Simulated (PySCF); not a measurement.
**NMR problem set**

[PySCF: σ from GIAO-PBE0/pcSseg-1; GFN2-xTB geometry; one computed conformer; one averaged value for each set of equivalent atoms; non-relativistic; no solvent]

δ = σ(ref) − σ, references computed at the same level: TMS for 1H and 13C. Splittings of carbon signals by F and P are missing where no couplings were computed. Where no couplings were computed, multiplicities follow the n + 1 count of equivalent neighbours, and m marks all less simple cases (inequivalent or close neighbours, rings, F or P nearby). Shifts are as computed. Against solution values, carbons near 30 ppm lie about +3 ppm off and those near 130 ppm about +5 ppm. Of 1309 compounds with measured shifts, 239 miss one by over three times the rms of a fit or turn the order of signals round; such compounds aren't used in these exercises.

Q: C₆H₆F₂O. 1H NMR (600 MHz, computed): δ 6.85 (m, 1H), 6.40 (m, 1H), 5.50 (m, 2H), 5.37 (m, 2H). 13C{1H} NMR (computed): δ 162.6, 150.2, 139.5, 130.4, 82.7, 81.1. What is it?

A: `FC/C(F)=C1/C=CCO1`. Rings plus π bonds: 3 (1 ring in the answer). 6 carbon signals for 6 carbons: no two carbons are equivalent. Carbon types of the structure: 2 × C, 2 × CH, 2 × CH2, which accounts for all hydrogens. δC 162.6: alkene carbon bearing oxygen; an sp2 carbon further deshielded by the attached heteroatom. δC 139.5, 130.4: alkene CH; an sp2 carbon of a C=C bond. δC 82.7: allylic sp3 CH2 bonded to O; deshielded by the electronegative neighbour. δC 81.1: allylic sp3 CH2 bonded to F; pulled downfield by the heteroatom.

This is the structure that produced the data.

Q: C₈H₁₁F. 1H NMR (400 MHz, computed): δ 6.44 (m, 1H), 5.81 (m, 1H), 5.63 (m, 2H), 2.75 (sept, 1H), 1.28 (d, 6H). 13C{1H} NMR (computed): δ 148.6 (CH), 117.2 (CH), 115.4 (C), 85.9 (CH2), 82.6 (C), 25.4 (CH3), 24.4 (CH). What is it?

A: SMILES CC(C)C#C/C=C\CF. The formula gives 3 degrees of unsaturation (no ring in the answer). 7 carbon signals for 8 carbons: some carbons are equivalent by symmetry or fast rotation. Carbon types of the structure: 2 × C, 3 × CH, 1 × CH2, 2 × CH3, which accounts for all hydrogens. δC 148.6, 117.2: alkene CH; an sp2 carbon of a C=C bond. δC 115.4, 82.6: alkyne carbon. δC 85.9: allylic sp3 CH2 bonded to F; the inductive effect lowers its shielding. δH 6.44, 5.81: hydrogen on an alkene CH; attached to an sp2 carbon and in the plane of the double bond.

This is the structure that produced the data.
